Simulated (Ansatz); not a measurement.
Reaction (substitution at a C–Si bond): `N#CC[SiH3]` + H–F → `N#CCF` + SiH₄

Computed with Ansatz on PBE0-D4/def2-TZVP structures; ΔE is electronic, products minus reactants. CCSD(T)/CBS adds triple-zeta CCSD(T) − MP2 to the extrapolated MP2 energy (def2 sets, frozen cores). This one scheme is used for every species. Functionals use def2-TZVPP.

**Question.** Is it downhill or uphill in electronic energy at CCSD(T)/CBS, and by how much? (Estimate.)

**Answer.** Ansatz gave: Uphill: ΔE = +115.0 kJ/mol.

**Question.** What do these levels give: r2SCAN0-D4, ωB97X-V, BLYP, CAM-B3LYP, CCSD(T)/def2-SVP, SCS-MP2/def2-TZVPP? (Estimate.)

**Answer.** Ansatz gave: r2SCAN0-D4 109.1, ωB97X-V 98.8, BLYP 85.7, CAM-B3LYP 92.8, CCSD(T)/def2-SVP 83.8, SCS-MP2/def2-TZVPP 107.8 kJ/mol.

Largest T1 diagnostic among the species: 0.013.

From PBE to PBE0 (25 % exact exchange), in def2-TZVPP and without D4, ΔE moves by +5.8 kJ/mol. At CCSD(T), def2-SVP lies −31.2 kJ/mol from the extrapolated value and def2-TZVPP −7.9 kJ/mol.
